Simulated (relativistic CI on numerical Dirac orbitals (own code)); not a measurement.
# Radial parameters of Sm²⁵⁺

These numbers are calculated, not measured: Dirac-Coulomb-Breit CI, KLI orbitals optimised for each configuration, model QED (radiative potential, 1s self-energy scaled to tabulated hydrogen-like ionisation energies), unscaled Slater integrals (own radial code, finite nucleus).

Slater integrals F^k, G^k are unscaled and averaged over j, outside the closed core [Ar] 3d10; ζ comes from projecting the Hamiltonian with its Breit term on Σ l·s of the shell.

- 4s2.4p6.4d: ζ(4d) = 22103 cm⁻¹; <r>(4d) = 0.5602, <r^2>(4d) = 0.3582 (bohr units).
- 4s2.4p5.4d2: ζ(4p) = 182060, F^2(4d,4d) = 180180, F^4(4d,4d) = 122620, F^2(4p,4d) = 182770, G^1(4p,4d) = 228790, G^3(4p,4d) = 146080, ζ(4d) = 22005 cm⁻¹; <r>(4p) = 0.5497, <r^2>(4p) = 0.3413, <r>(4d) = 0.5602, <r^2>(4d) = 0.3582 (bohr units).
- 4s2.4p6.4f: ζ(4f) = 2846 cm⁻¹; <r>(4f) = 0.5439, <r^2>(4f) = 0.3363 (bohr units).

Give the Racah parameters of the d shell in 4s2.4p5.4d2.

B = F²/49 − 5F⁴/441 = 2287 cm⁻¹ and C = 35F⁴/441 = 9732 cm⁻¹.

Averages of the first 10 configurations, taken without configuration mixing, which lowers the lowest level and can move excited configurations by several eV; other configurations of the list can lie among them:

| Configuration | Parity | States | Average energy above the lowest level (eV) |
| --- | --- | --- | --- |
| 4s2.4p6.4d | even | 10 | 6.0 |
| 4s2.4p5.4d2 | odd | 270 | 137.0 |
| 4s2.4p6.4f | odd | 14 | 148.6 |
| 4s.4p6.4d2 | even | 90 | 239.0 |
| 4s2.4p5.4d.4f | even | 840 | 277.6 |
| 4s.4p6.4d.4f | odd | 280 | 379.9 |
| 4s2.4p6.5s | even | 2 | 256.0 |
| 4s2.4p6.5p | odd | 6 | 296.6 |
| 4s2.4p6.5d | even | 10 | 354.7 |
| 4p6.4d3 | even | 120 | 475.3 |
